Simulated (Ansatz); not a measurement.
Reaction (silylene formation by 1,1-elimination): `COC(F)(F)[SiH3]` → `COC(F)F` + `[SiH2]`

Program: Ansatz. Geometries: PBE0-D4/def2-TZVP. ΔE: electronic, gas phase. CBS: MP2 limit from def2 TZ/QZ plus the TZ coupled-cluster correction, frozen cores. This one scheme is used for every species. Functionals use def2-TZVPP. B3LYP here is the variant with VWN-RPA as its local correlation; programs differ in this. HSE06 is defined as in plane-wave codes. One conformer a species, not always the lowest.

| level | ΔE (kcal/mol) | difference from CCSD(T)/CBS |
| --- | --- | --- |
| LDA (SPW92) | 58.4 | 7.9 |
| revPBE | 46.2 | -4.3 |
| PBE0 | 50.8 | 0.3 |
| B3LYP | 46.9 | -3.6 |
| r2SCANh | 54.6 | 4.1 |
| HSE06 | 50.8 | 0.3 |
| BHLYP | 48.4 | -2.1 |
| CAM-B3LYP | 50.1 | -0.4 |
| HF/def2-QZVPP | 43.7 | -6.8 |
| SCS-MP2/def2-QZVPP | 51.1 | 0.6 |
| CCSD(T)/CBS | 50.5 | 0 |

Q: What do rigid-rotor, harmonic-oscillator terms from PBE0-D4/def2-TZVP frequencies (298.15 K, 1 bar) make of the CCSD(T)/CBS value? (Best estimate.)

A: Computed: ΔZPE = -1.1 kcal/mol, ΔH = +50.2 kcal/mol, ΔS = 153 J/(mol·K), ΔG = +39.3 kcal/mol.

Largest T1 diagnostic among the species: 0.014.

Leaving LDA and LC-ωPBE aside and taking each functional with its dispersion term where it has one, the values, not all of them listed here, spread over 7.6 kcal/mol, from B97M-V to r2SCAN-D4. LDA lies +8.3 kcal/mol from PBE without D4. In def2-TZVPP, CCSD(T) changes the Hartree–Fock value by +4.7 kcal/mol (the triples alone add +1.5 kcal/mol) and MP2 by +8.8 kcal/mol. The D4 term adds +3.2 kcal/mol with B3LYP and +1.7 kcal/mol with PBE0; it sums over pairs of atoms, weighted by their polarisabilities, and B3LYP, whose exchange is more repulsive, gets the larger term.

CCSD(T)/CBS has its own doubt, a few kJ/mol and more with outer-core shells, so smaller differences from it don't rank the levels.
